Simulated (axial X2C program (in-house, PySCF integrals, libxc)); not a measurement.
# Spectroscopic constants of BI⁻

Calculated with an in-house all-electron X2C program for linear molecules (integrals from PySCF). Spin-free means the one-electron spin-free X2C Hamiltonian; two-component (2c) means X2C with spin–orbit coupling and atomic mean-field two-electron Coulomb and Gaunt terms, so the difference of the two also holds small scalar two-electron terms. Basis: I dyall-acv3z [12s13p9d5f1g], B dyall-av3z [8s7p3d2f] (cores contracted in-house); Gaussian nuclei, density fitting, unrestricted open shells. Masses: I 126.904 u, B 11.009 u.

Input file and command:
```json
{"zs": [53, 5], "q": -1, "bas": ["dyall-acv3z", "dyall-av3z"], "levels": ["PBE0", "HF", "TPSS"], "cc": true, "r0": 2.18, "thr": -2.0, "nmax": 90, "npts": 10, "nst": 2, "ntry": 6}
```
```bash
python so2c.py task.json out
```

Keys: zs atomic numbers; q charge; bas basis sets; levels methods; cc coupled cluster on or off; r0 starting distance in Å; thr threshold in hartree for freezing inner shells (an s shell follows its p shell); nmax most natural virtual spinors; npts points on the curve; nst determinants followed; ntry starts of the search. HF also brings MP2.

State, spin-free: M_S = 1/2, Λ = 1 (beyond evenly filled blocks: π+α); electrons by block: σα: 13, σβ: 13, π+α: 7, π+β: 6, π-α: 6, π-β: 6, δ+α: 2, δ+β: 2, δ-α: 2, δ-β: 2. Fragments: I- + B.

State, 2c: Ω = 1/2 (⟨Sz⟩ = -0.50, ⟨Lz⟩ = 1.00 at PBE0); electrons by block: 1/2: 20, -1/2: 19, 3/2: 8, -3/2: 8, 5/2: 2, -5/2: 2. Fragments: I- + B.

| Hamiltonian | level | Re (Å) | ωe (cm⁻¹) | ωexe (cm⁻¹) | Be (cm⁻¹) | αe (cm⁻¹) | De (eV) | k (mdyn/Å) | μ (D) |
| --- | --- | --- | --- | --- | --- | --- | --- | --- | --- |
| spin-free | PBE0 | 2.357 | 343.6 | 3.16 | 0.2996 | 0.00389 | 1.16 | 0.705 | -5.99 |
| spin-free | HF | 2.667 | 168.7 | 3.24 | 0.234 | 0.00605 | 0.280 | 0.17 | -3.76 |
| spin-free | MP2 | 2.359 | 333.8 | 4.16 | 0.299 | 0.00451 | 0.964 | 0.665 | n/a |
| spin-free | CCSD | 2.412 | 296.7 | 4.58 | 0.2861 | 0.00503 | 0.863 | 0.525 | n/a |
| spin-free | CCSD(T) | 2.395 | 313.5 | 4.36 | 0.2902 | 0.00459 | 0.961 | 0.586 | n/a |
| spin-free | TPSS | 2.369 | 334.8 | 3.11 | 0.2966 | 0.00395 | 1.05 | 0.669 | -6.36 |
| 2c | PBE0 | 2.354 | 346.3 | 3.17 | 0.3002 | 0.00386 | 1.18 | 0.716 | -6.07 |
| 2c | HF | 2.655 | 173.3 | 3.31 | 0.236 | 0.00601 | 0.292 | 0.179 | -3.87 |
| 2c | MP2 | 2.356 | 337.2 | 4.09 | 0.2999 | 0.00446 | 0.986 | 0.679 | n/a |
| 2c | TPSS | 2.366 | 337.3 | 3.12 | 0.2971 | 0.00393 | 1.08 | 0.679 | -6.44 |

Correlated methods: 11 electrons correlated (number of frozen shells: I 4 s, 3 p, 2 d; B 1 s), 287 virtual spin orbitals or spinors in MP2.

Dipoles are positive if B is the positive end and refer to the centre of mass.

The state is a single determinant with fixed occupations, the lowest that a limited PBE0 search found. De is counted from the lowest determinant-based energies of the atoms at the same level, without counterpoise correction. Density functionals use the spin component along the axis (collinear). Coupled cluster ran in a truncated set of natural virtual spinors; the MP2 energy of the rest was added. (T) has no such correction and the atoms are truncated less, which lowers De at CCSD(T) by a hundredth of an eV or more. In 2c an atomic determinant is not the ground J level, so De misses part of the atomic spin–orbit lowering. This holds for PBE0, MP2, TPSS. The functionals have no current-density term, which raises determinants with orbital currents, atoms included. The highest occupied level of some functionals is positive through self-interaction error; at Hartree–Fock it is bound. Hartree–Fock gets electron affinities wrong, so its lowest charge split need not be the true one.

No reliable constants came from CCSD (2c), CCSD(T) (2c): no minimum in range, unconverged points, a curve that is not smooth, a change of character along it, or the two Hamiltonians disagreeing along it.

Rough cost a point (2c) on 1 thread(s) of a shared host, integrals apart: PBE0 0.7 s, HF 0.6 s, TPSS 0.7 s.
